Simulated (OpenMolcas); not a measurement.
Ru4+: moving or changing the point charges

Ru4+ among 6 point charges of -1.7 e arranged as a trigonal antiprism (D3d), 2.1 Å from the ion, with a polar angle of 63.5° against the regular 54.74°.

```yaml
Program: OpenMolcas 26.06
Method: CASSCF
Basis: ANO-RCC-VTZP [7s6p4d2f1g]
Scalar_Hamiltonian: DKH2, point nucleus
Active_space: 4 electrons in 5 orbitals (4d)
State_averaging: 2S+1 = 5 even, 5 roots; 2S+1 = 3 even, 45 roots; 2S+1 = 1 even, 50 roots
Spin-orbit_coupling: state interaction with AMFI integrals over the reference wave functions
```

Runs around this geometry, states (labels of D3, the rotations of D3d). Energies in cm-1 above the lowest state or level, χT in cm3 K/mol.

```json
{"R (Å)": "2.1", "q (e)": "-1.7", "Polar angle / regular": "1.07", "Ground state": "5E", "First state of that spin": "5E 5093", "First gap with spin-orbit (degeneracies)": "50.2 (1, 1)", "χT at 300 K": "1.476", "First state of another spin": "3A2 16276"}
{"R (Å)": "2.1", "q (e)": "-0.85", "Polar angle / regular": "1.16", "Ground state": "5E", "First state of that spin": "5E 3601", "First gap with spin-orbit (degeneracies)": "41.3 (1, 1)", "χT at 300 K": "1.093", "First state of another spin": "3A2 18819"}
{"R (Å)": "1.95", "q (e)": "-1.7", "Polar angle / regular": "1.16", "Ground state": "5E", "First state of that spin": "5E 9459", "First gap with spin-orbit (degeneracies)": "18.0 (1, 1)", "χT at 300 K": "1.279", "First state of another spin": "3A2 13774"}
{"R (Å)": "2.1", "q (e)": "-1.7", "Polar angle / regular": "1.16", "Ground state": "5E", "First state of that spin": "5E 7165", "First gap with spin-orbit (degeneracies)": "19.7 (1, 1)", "χT at 300 K": "1.198", "First state of another spin": "3A2 16305"}
{"R (Å)": "2.24", "q (e)": "-1.7", "Polar angle / regular": "1.16", "Ground state": "5E", "First state of that spin": "5E 5673", "First gap with spin-orbit (degeneracies)": "23.1 (1, 1)", "χT at 300 K": "1.137", "First state of another spin": "3A2 17742"}
```

Taking the first state of the same spin as R^-n, n = -ln(5673 / 9459) / ln(2.24 / 1.95) = 3.7 between the shortest and longest distance.

Scaling the charges by -0.85 / -1.7 = 0.50 scales the first state of the same spin by 3601 / 7165 = 0.50; with fixed orbitals a first-order splitting would follow the charge.

An orbital doublet at a regular site is open to a Jahn-Teller distortion, which this geometry leaves out. Without dynamic correlation the repulsion within the d shell is too large (B by tens of per cent), so at a given field states of lower spin stand too high. Point charges give a weaker field than real ligands, and real ions of this kind are as a rule low spin; the high spin found here belongs to the model. This shell can be high or low spin here, a state of another spin lies low, and with metal d orbitals alone active their balance is uncertain, so the ground spin may be wrong (holds for R = 1.95, q = -1.7, ratio = 1.16). This is an electrostatic model: the charges have no orbitals. No measured value stands beside these numbers.
